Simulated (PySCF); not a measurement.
# A small calculation by hand: chemical shift, span and skew from a shielding tensor

Mg(Me)2 (C2H6Mg), SMILES [CH3][Mg][CH3]. Atoms are numbered in the order given.

```xyz
9

Mg     0.0000     0.0000     0.0000
C      0.0000     0.0000    -2.0932
H      0.8599     0.5413    -2.4993
H     -0.8987     0.4740    -2.4993
H      0.0389    -1.0153    -2.4993
C      0.0000     0.0000     2.0932
H      0.8599    -0.5413     2.4993
H     -0.8987    -0.4740     2.4993
H      0.0389     1.0153     2.4993
```

Geometry: B3LYP-D3(BJ)/def2-TZVP. The isomer is the one that the SMILES or the coordinates give; other isomers of the formula were not compared.

GIAO shieldings from HF/pcSseg-2 run with PySCF, non-relativistic, no solvent. The symmetric part of the tensor of C2 has the principal values 203.5, 217.0, 217.0 ppm. The same nucleus in TMS has σ = 193.3 ppm at this level (PySCF, at its B3LYP-D3(BJ)/def2-TZVP geometry).

### Question
Work out the isotropic shielding, the ¹³C shift against TMS, the span and the skew.

### Answer

σ(iso) = (σ11 + σ22 + σ33)/3 = 212.5 ppm. δ = σ(ref) − σ(iso) = 193.3 − (212.5) = -19.2 ppm.
Span Ω = σ33 − σ11 = 13.5 ppm. Skew κ = 3(σ(iso) − σ22)/Ω = -1.00, an axial tensor. Tumbling in solution averages the tensor to δ; in a static solid the shielding alone would spread this spin-1/2 line over Ω.
